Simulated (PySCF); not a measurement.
A structure optimised at PBE-D3(BJ)/def2-TZVP, used in a PySCF frequency run:

```xyz
3

Sr     0.0000     0.0000    -0.3125
F      0.0000    -1.8957     0.6597
F      0.0000     1.8957     0.6597
```

Problem. Write its SMILES, formula and point group.

Solution. [F][Sr][F], F₂Sr, C2v

Problem. What are its rotational constants (standard atomic weights)?

Solution. 20.174, 3.7013, 3.1275 GHz
